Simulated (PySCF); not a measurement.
Isomers of C7H13NSi2.

All values: PBE0/pcSseg-1 (PySCF) at GFN2-xTB geometries, gas phase, one conformer each.

Question: Rank by the lowest Hirshfeld charge on any atom, lowest value first.
A. `[CH:1]#[C:2][Si@@:3]([NH2:4])([CH2:5][CH3:6])[SiH2:7][C:8]#[C:9][CH3:10]` with C2–Si3–N4–H 64° and -74°, C2–Si3–C5–C6 -56°, C2–Si3–Si7–C8 66°
B. `[CH3:1][C:2]#[C:3][CH2:4][CH2:5][CH2:6][SiH2:7][SiH2:8][C:9]#[N:10]` with C3–C4–C5–C6 65°, C4–C5–C6–Si7 -167°, C5–C6–Si7–Si8 64°, C6–Si7–Si8–C9 42°
C. `[CH:1]#[C:2][CH2:3][C@@:4]([CH3:5])([C:6]#[CH:7])[N:8]([SiH3:9])[SiH3:10]` with C2–C3–C4–C5 -179°, C3–C4–N8–Si9 44°
D. `[SiH3:1][CH2:2][CH2:3][SiH2:4][c:5]1[cH:6][cH:7][cH:8][cH:9][n:10]1` with Si1–C2–C3–Si4 178°, C2–C3–Si4–C5 -173°, C3–Si4–C5–C6 -179°
E. `[CH2:1]=[CH:2][CH2:3][C:4]1=[CH:5][Si@@H:6]([NH:7][SiH3:8])[CH:9]=[CH:10]1` with C1–C2–C3–C4 -114°, C2–C3–C4–C5 -108°, C5–Si6–N7–Si8 -172°

Answer: E (-0.328 e), A (-0.315 e), C (-0.254 e), B (-0.177 e), D (-0.155 e).

Question: Rank by HOMO energy, highest first.
A. `[CH3:1][C:2]#[C:3][CH2:4][CH2:5][CH2:6][SiH2:7][SiH2:8][C:9]#[N:10]` with C3–C4–C5–C6 65°, C4–C5–C6–Si7 -167°, C5–C6–Si7–Si8 64°, C6–Si7–Si8–C9 42°
B. `[CH2:1]=[C:2]([CH3:3])[C:4]1=[CH:5][Si@H:6]([NH:7][SiH3:8])[CH:9]=[CH:10]1` with C1–C2–C4–C5 -154°, C5–Si6–N7–Si8 173°
C. `[CH:1]#[C:2][Si@@:3]([NH2:4])([CH2:5][CH3:6])[SiH2:7][C:8]#[C:9][CH3:10]` with C2–Si3–N4–H 64° and -74°, C2–Si3–C5–C6 -56°, C2–Si3–Si7–C8 66°
D. `[CH:1]#[C:2][CH2:3][C@@:4]([CH3:5])([C:6]#[CH:7])[N:8]([SiH3:9])[SiH3:10]` with C2–C3–C4–C5 -179°, C3–C4–N8–Si9 44°

Answer: B (-6.41 eV), D (-6.93 eV), A (-7.09 eV), C (-7.21 eV).

Question: Rank by LUMO energy, lowest first.
A. `[CH:1]#[C:2][CH2:3][C@@:4]([CH3:5])([C:6]#[CH:7])[N:8]([SiH3:9])[SiH3:10]` with C2–C3–C4–C5 -179°, C3–C4–N8–Si9 44°
B. `[CH3:1][Si@@:2]([NH2:3])([SiH3:4])[c:5]1[cH:6][cH:7][cH:8][cH:9][cH:10]1` with C1–Si2–N3–H 180° and -39°, C1–Si2–C5–C6 -86°
C. `[CH3:1][C:2]#[C:3][CH2:4][CH2:5][CH2:6][SiH2:7][SiH2:8][C:9]#[N:10]` with C3–C4–C5–C6 65°, C4–C5–C6–Si7 -167°, C5–C6–Si7–Si8 64°, C6–Si7–Si8–C9 42°
D. `[CH2:1]=[C:2]([CH3:3])[C:4]1=[CH:5][Si@H:6]([NH:7][SiH3:8])[CH:9]=[CH:10]1` with C1–C2–C4–C5 -154°, C5–Si6–N7–Si8 173°
E. `[CH:1]#[C:2][C:3]#[C:4][Si@@H:5]([CH2:6][CH2:7][CH3:8])[SiH2:9][NH2:10]` with C4–Si5–C6–C7 -59°, Si5–C6–C7–C8 -178°, C4–Si5–Si9–N10 59°, Si5–Si9–N10–H 174° and -48°
F. `[CH2:1]=[CH:2][CH2:3][C:4]1=[CH:5][Si@@H:6]([NH:7][SiH3:8])[CH:9]=[CH:10]1` with C1–C2–C3–C4 -114°, C2–C3–C4–C5 -108°, C5–Si6–N7–Si8 -172°

Answer: D (-1.73 eV), F (-1.52 eV), E (-1.25 eV), C (-0.71 eV), B (-0.53 eV), A (0.13 eV).

All values together:

```tsv
SMILES	μ (D)	HOMO (eV)	LUMO (eV)	lowest IAO charge (e)	highest IAO charge (e)	lowest Hirshfeld charge (e)	highest Hirshfeld charge (e)
C#C[Si@@](N)(CC)[SiH2]C#CC	1.88	-7.21	-0.20	-0.830 (N)	+0.907 (Si)	-0.315 (N)	+0.350 (Si)
[SiH3]CC[SiH2]c1ccccn1	2.38	-7.14	-0.92	-0.525 (C)	+0.758 (Si)	-0.155 (C)	+0.331 (Si)
C=CCC1=C[Si@@H](N[SiH3])C=C1	1.04	-6.53	-1.52	-0.927 (N)	+1.013 (Si)	-0.328 (N)	+0.383 (Si)
C=C(C)C1=C[Si@H](N[SiH3])C=C1	1.13	-6.41	-1.73	-0.927 (N)	+1.014 (Si)	-0.327 (N)	+0.382 (Si)
CC#CCCC[SiH2][SiH2]C#N	3.32	-7.09	-0.71	-0.521 (C)	+0.473 (Si)	-0.177 (N)	+0.289 (Si)
C[Si@@](N)([SiH3])c1ccccc1	1.60	-7.05	-0.53	-0.836 (N)	+0.908 (Si)	-0.317 (N)	+0.342 (Si)
C#CC#C[Si@@H](CCC)[SiH2]N	0.89	-7.15	-1.25	-0.840 (N)	+0.623 (Si)	-0.320 (N)	+0.292 (Si)
C#CC[C@@](C)(C#C)N([SiH3])[SiH3]	1.06	-6.93	0.13	-0.775 (N)	+0.737 (Si)	-0.254 (N)	+0.335 (Si)
```

Conformers: `[CH:1]#[C:2][Si@@:3]([NH2:4])([CH2:5][CH3:6])[SiH2:7][C:8]#[C:9][CH3:10]` with C2–Si3–N4–H 64° and -74°, C2–Si3–C5–C6 -56°, C2–Si3–Si7–C8 66°; `[SiH3:1][CH2:2][CH2:3][SiH2:4][c:5]1[cH:6][cH:7][cH:8][cH:9][n:10]1` with Si1–C2–C3–Si4 178°, C2–C3–Si4–C5 -173°, C3–Si4–C5–C6 -179°; `[CH2:1]=[CH:2][CH2:3][C:4]1=[CH:5][Si@@H:6]([NH:7][SiH3:8])[CH:9]=[CH:10]1` with C1–C2–C3–C4 -114°, C2–C3–C4–C5 -108°, C5–Si6–N7–Si8 -172°; `[CH2:1]=[C:2]([CH3:3])[C:4]1=[CH:5][Si@H:6]([NH:7][SiH3:8])[CH:9]=[CH:10]1` with C1–C2–C4–C5 -154°, C5–Si6–N7–Si8 173°; `[CH3:1][C:2]#[C:3][CH2:4][CH2:5][CH2:6][SiH2:7][SiH2:8][C:9]#[N:10]` with C3–C4–C5–C6 65°, C4–C5–C6–Si7 -167°, C5–C6–Si7–Si8 64°, C6–Si7–Si8–C9 42°; `[CH3:1][Si@@:2]([NH2:3])([SiH3:4])[c:5]1[cH:6][cH:7][cH:8][cH:9][cH:10]1` with C1–Si2–N3–H 180° and -39°, C1–Si2–C5–C6 -86°; `[CH:1]#[C:2][C:3]#[C:4][Si@@H:5]([CH2:6][CH2:7][CH3:8])[SiH2:9][NH2:10]` with C4–Si5–C6–C7 -59°, Si5–C6–C7–C8 -178°, C4–Si5–Si9–N10 59°, Si5–Si9–N10–H 174° and -48°; `[CH:1]#[C:2][CH2:3][C@@:4]([CH3:5])([C:6]#[CH:7])[N:8]([SiH3:9])[SiH3:10]` with C2–C3–C4–C5 -179°, C3–C4–N8–Si9 44°.
